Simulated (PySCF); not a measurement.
Job file and geometry (Å, from GFN2-xTB) of an NMR shielding run on `BN(BC)CC(F)(F)F`, C3H8B2F3N, GIAO PBE0/pcSseg-1 NMR shielding, non-relativistic, gas phase (PySCF 2.14.0, density-fitted response routines); density fitting, a coarse starting grid and PySCF grid level 2 are the driver's defaults:

```
$ OMP_NUM_THREADS=1 python probes_run.py task.json out

{"job": {"kind": "nmr", "xc": "PBE0", "basis": "pcSseg-1"}, "charge": 0, "multiplicity": 1}
B      0.069663     1.718558     0.326124
N      0.062665     0.307663     0.395446
B      1.118912    -0.556234    -0.035232
C      2.386506    -0.065958    -0.824761
C     -1.120715    -0.332638     0.948250
C     -2.093595    -0.695716    -0.170954
F     -3.209725    -1.265401     0.315242
F     -2.487273     0.370924    -0.877667
F     -1.574448    -1.564988    -1.047182
H      0.971765     2.275197    -0.154514
H     -0.825938     2.316104     0.786862
H      1.032496    -1.691514     0.257491
H      3.215190     0.071698    -0.129799
H      2.717344    -0.817372    -1.538636
H      2.256844     0.869883    -1.357012
H     -1.655496     0.334650     1.629277
H     -0.871194    -1.262828     1.467156
```

Task: Write the output of this run.

Result: 
```
coarse grid: 14712 points
cycle   1  E = -522.3570881591  dE =  1.129e+00  |g| = 9.136e-01  |ddm| = 3.447e+00
cycle   2  E = -522.2300719044  dE =  1.270e-01  |g| = 1.321e+00  |ddm| = 1.157e+00
cycle   3  E = -522.5065536563  dE = -2.765e-01  |g| = 7.036e-02  |ddm| = 6.719e-01
cycle   4  E = -522.5073399827  dE = -7.863e-04  |g| = 3.677e-02  |ddm| = 7.562e-02
cycle   5  E = -522.5076359094  dE = -2.959e-04  |g| = 5.216e-03  |ddm| = 2.868e-02
cycle   6  E = -522.5076412125  dE = -5.303e-06  |g| = 2.343e-03  |ddm| = 4.777e-03
final grid: 144824 points
cycle   7  E = -522.5752818921  dE = -5.766e-05  |g| = 1.090e-02  |ddm| = 3.184e-02
cycle   8  E = -522.5752593869  dE =  2.251e-05  |g| = 1.544e-02  |ddm| = 1.832e-02
cycle   9  E = -522.5753079346  dE = -4.855e-05  |g| = 1.373e-03  |ddm| = 1.008e-02
cycle  10  E = -522.5753083397  dE = -4.051e-07  |g| = 2.989e-04  |ddm| = 1.065e-03
cycle  11  E = -522.5753083572  dE = -1.752e-08  |g| = 1.020e-04  |ddm| = 2.360e-04
cycle  12  E = -522.5753083590  dE = -1.771e-09  |g| = 2.848e-05  |ddm| = 8.382e-05
cycle  13  E = -522.5753083591  dE = -1.355e-10  |g| = 6.473e-06  |ddm| = 1.933e-05
converged SCF energy = -522.5753083591

GIAO shielding tensors (ppm)
atom      isotropic    diamagn.    paramagn.     s11        s22        s33       span
  0 B       49.808     198.317    -148.509      7.513     28.428    113.485    105.972
  1 N       79.195     324.890    -245.695    -84.512     76.977    245.121    329.633
  2 B       41.577     195.249    -153.673    -18.158     40.691    102.196    120.354
  3 C      179.189     253.204     -74.015    160.010    185.916    191.641     31.632
  4 C      120.319     247.047    -126.728     97.969    111.860    151.129     53.160
  5 C       52.972     244.379    -191.407     50.799     53.681     54.438      3.639
  6 F      261.626     468.623    -206.997    173.214    266.722    344.942    171.728
  7 F      262.780     475.353    -212.573    178.637    266.150    343.553    164.916
  8 F      264.367     476.194    -211.826    180.911    266.802    345.389    164.478
  9 H       25.934      33.031      -7.097     23.956     25.391     28.455      4.499
 10 H       26.191      31.594      -5.403     23.071     26.214     29.287      6.216
 11 H       25.746      31.962      -6.216     22.121     25.461     29.657      7.536
 12 H       31.180      29.418       1.762     27.418     28.565     37.556     10.138
 13 H       30.762      29.957       0.805     27.327     28.432     36.528      9.200
 14 H       30.672      32.524      -1.852     26.342     29.974     35.699      9.357
 15 H       27.493      29.366      -1.873     24.410     27.178     30.891      6.481
 16 H       27.534      29.483      -1.950     24.645     27.308     30.648      6.003
```

Size and cost of the density-fitted run: 193 basis functions, 58 s wall time on 1 thread of an Arm Neoverse N1, shared host; peak memory 0.85 GiB.
